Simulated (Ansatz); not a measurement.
```xyz
11

F    -0.444   -1.668    2.129
Al    0.701   -0.901    1.211
F     1.081    0.654    1.660
F     1.951   -1.821    0.634
N    -0.316   -0.519   -0.457
Si   -0.441    1.245   -0.826
H     0.149   -1.027   -1.207
H    -1.234   -0.944   -0.345
H     0.935    1.739   -1.015
H    -1.219    1.377   -2.083
H    -1.163    1.866    0.299
```

The species carries charge 0 and has multiplicity 1.

Task: List the PBE/def2-TZVPP orbital energies in eV (the Gaussian-basis code of Ansatz). (Best estimate.)

Result: Computed: Occupied: -1781.00, -1506.52, -658.56, -658.43, -658.43, -382.46, -138.72, -106.77, -95.50, -95.42, -95.41, -68.79, -68.71, -68.71, -28.04, -27.75, -27.68, -23.48, -14.66, -14.07, -12.00, -11.06, -10.40, -9.86, -9.85, -9.48, -9.20, -9.01, -9.00, -8.81, -8.73, -8.54, -8.34. Lowest empty: -1.79, -0.25, 0.05, 0.09, 0.34, 0.72, 0.72, 1.64.
